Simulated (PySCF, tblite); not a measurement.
Isomers of C5H14NPSi2, one GFN2-xTB conformer each. Single-point energies are computed at PBE0/pcSseg-1 (PySCF, gas phase, no added dispersion term), electronic only.

```csv
SMILES,GFN2-xTB relative energy (kcal/mol)
C=C(C)[Si@@H]1CC[Si@H](P)N1,0.9
C=C(C)[Si@@H]1CC[Si@@H](P)N1,0.0
C=CCN1C[SiH2][Si@@H](P)C1,38.5
P[Si@@H]1CN(C2CC2)C[SiH2]1,30.8
```

Conformers: `[CH2:1]=[C:2]([CH3:3])[Si@@H:4]1[CH2:5][CH2:6][Si@H:7]([PH2:8])[NH:9]1` with C1–C2–Si4–C5 77°, C6–Si7–P8–H 77° and 170°, C2–Si4–C5–C6 -144°, Si4–C5–C6–Si7 36°, C5–C6–Si7–P8 85°, C6–Si7–N9–Si4 12°; `[CH2:1]=[C:2]([CH3:3])[Si@@H:4]1[CH2:5][CH2:6][Si@@H:7]([PH2:8])[NH:9]1` with C1–C2–Si4–C5 101°, C6–Si7–P8–H -77° and -169°, C2–Si4–C5–C6 -147°, Si4–C5–C6–Si7 39°, C5–C6–Si7–P8 -146°, C6–Si7–N9–Si4 10°; `[CH2:1]=[CH:2][CH2:3][N:4]1[CH2:5][SiH2:6][Si@@H:7]([PH2:8])[CH2:9]1` with C1–C2–C3–N4 132°, C2–C3–N4–C5 -66°, Si6–Si7–P8–H -59° and 34°, C3–N4–C5–Si6 170°, N4–C5–Si6–Si7 31°, C5–Si6–Si7–P8 -113°, Si6–Si7–C9–N4 -28°; `[PH2:1][Si@@H:2]1[CH2:3][N:4]([CH:5]2[CH2:6][CH2:7]2)[CH2:8][SiH2:9]1` with H–P1–Si2–C3 -69° and -161°, C3–N4–C5–C6 153°, P1–Si2–C3–N4 -93°, Si2–C3–N4–C5 77°, N4–C5–C6–C7 -108°, C3–N4–C8–Si9 52°.

**Question.** What does PBE0/pcSseg-1 give for the same structures?

**Answer.** 
```csv
SMILES,PBE0/pcSseg-1 E (Eh),PBE0/pcSseg-1 (kcal/mol),GFN2-xTB (kcal/mol),point group
C=C(C)[Si@@H]1CC[Si@@H](P)N1,-1173.35384,0.0,0.0,C1
C=C(C)[Si@@H]1CC[Si@H](P)N1,-1173.35363,0.1,0.9,C1
C=CCN1C[SiH2][Si@@H](P)C1,-1173.26451,56.1,38.5,C1
P[Si@@H]1CN(C2CC2)C[SiH2]1,-1173.26020,58.8,30.8,C1
```

Both levels put the same isomer lowest; measured from each level's own lowest isomer, the values differ by up to 28.0 kcal/mol (P[Si@@H]1CN(C2CC2)C[SiH2]1: 30.8 against 58.8). As drawn, the lowest has an N–H bond and a C=C bond outside aromatic rings, which the highest lacks; the highest has a three-membered ring and an Si–Si bond, which the lowest lacks. Neighbours under 2.5 kcal/mol apart (C=C(C)[Si@@H]1CC[Si@@H](P)N1 and C=C(C)[Si@@H]1CC[Si@H](P)N1) can change places with a better method, another conformer or zero-point energy. C=C(C)[Si@@H]1CC[Si@@H](P)N1 and C=C(C)[Si@@H]1CC[Si@H](P)N1 are stereoisomers, 0.1 kcal/mol apart in the conformers taken.

**Question.** Which frontier levels, dipoles and rotational constants go with these structures?

**Answer.** 
```csv
SMILES,"HOMO (eV, PBE0/pcSseg-1)",LUMO (eV),dipole (D),"A, B, C (MHz)"
C=C(C)[Si@@H]1CC[Si@@H](P)N1,-6.99,-0.04,1.14,"2297, 485.9, 442.3"
C=C(C)[Si@@H]1CC[Si@H](P)N1,-6.87,-0.17,0.56,"1628, 610.3, 519.1"
C=CCN1C[SiH2][Si@@H](P)C1,-6.34,-0.17,1.25,"1600, 527.0, 455.9"
P[Si@@H]1CN(C2CC2)C[SiH2]1,-5.88,-0.06,0.64,"1214, 800.4, 598.6"
```

**Question.** What happens when harmonic zero-point energies from GFN2-xTB frequencies are added?

**Answer.** 
| SMILES | ZPE (kcal/mol) | electronic (kcal/mol) | with ZPE (kcal/mol) |
| --- | --- | --- | --- |
| C=C(C)[Si@@H]1CC[Si@@H](P)N1 | 109.8 | 0.0 | 0.0 |
| C=C(C)[Si@@H]1CC[Si@H](P)N1 | 109.7 | 0.1 | 0.0 |
| C=CCN1C[SiH2][Si@@H](P)C1 | 107.9 | 56.1 | 54.1 |
| P[Si@@H]1CN(C2CC2)C[SiH2]1 | 109.3 | 58.8 | 58.2 |

The zero-point energies span 1.9 kcal/mol. The order is unchanged.
